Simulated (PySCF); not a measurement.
## Electronic structure of Al⁺ (aluminium, charge +1) at the UHF level

Configuration: [Ne] 3s1 3p1, high-spin 3P determinant (an excited configuration). Computed with PySCF 2.14 in aug-cc-pCVTZ-DK (8s7p5d3f, 75 functions), with the spin-free X2C one-electron Hamiltonian (Gaussian nucleus).

| Quantity | Value |
| --- | --- |
| Total energy | -241.977692 hartree |
| One-electron energy | -332.7348 hartree |
| Hartree (Coulomb) energy | 108.7703 hartree |
| Exchange energy | -18.0132 hartree |
| ⟨S²⟩ | 2.0001 |
| ⟨L²⟩ | 2.028 |
| Sum of ⟨r⟩ | 10.26 bohr |
| Sum of ⟨r²⟩ | 19.34 bohr² |
| Traceless quadrupole moment −½Σ⟨3z² − r²⟩ along its main axis | -4.18 e·bohr² |
| Langevin diamagnetic susceptibility | -15.3 ×10⁻⁶ cm³/mol |

```json
{"shell": "1s α", "electrons": "1", "mean orbital energy (hartree)": "-58.98655", "spread (hartree)": "0", "rms radius, mean of both spins (bohr)": "0.139"}
{"shell": "1s β", "electrons": "1", "mean orbital energy (hartree)": "-58.96975", "spread (hartree)": "0", "rms radius, mean of both spins (bohr)": "0.139"}
{"shell": "2s α", "electrons": "1", "mean orbital energy (hartree)": "-5.29264", "spread (hartree)": "0", "rms radius, mean of both spins (bohr)": "0.676"}
{"shell": "2s β", "electrons": "1", "mean orbital energy (hartree)": "-5.26227", "spread (hartree)": "0", "rms radius, mean of both spins (bohr)": "0.676"}
{"shell": "2p α", "electrons": "3", "mean orbital energy (hartree)": "-3.58152", "spread (hartree)": "0.01184", "rms radius, mean of both spins (bohr)": "0.673"}
{"shell": "2p β", "electrons": "3", "mean orbital energy (hartree)": "-3.56090", "spread (hartree)": "0.01499", "rms radius, mean of both spins (bohr)": "0.673"}
{"shell": "3s α", "electrons": "1", "mean orbital energy (hartree)": "-0.76147", "spread (hartree)": "0", "rms radius, mean of both spins (bohr)": "2.54"}
{"shell": "3p α", "electrons": "1", "mean orbital energy (hartree)": "-0.52065", "spread (hartree)": "0", "rms radius, mean of both spins (bohr)": "3.04"}
```

Densities and radii are taken from the X2C orbitals without a picture-change correction, which distorts them close to the nucleus.

Spin-orbit constants ζ (cm⁻¹) from the X2C one-electron operator on these orbitals: bare nucleus, nucleus screened by l(l+1)(2l+1)/3 electrons, and screened by the Breit-Pauli mean field of the electrons.

```
shell   bare  screened nucleus  mean field
   2p   2680              2268        2082
   3p  132.4             112.1       100.9
```

To first order the Landé constant is A = 50.45 cm⁻¹, so the lowest level has J = 0 and lies 0.0125 eV below the centre of the term. This holds in LS coupling only.
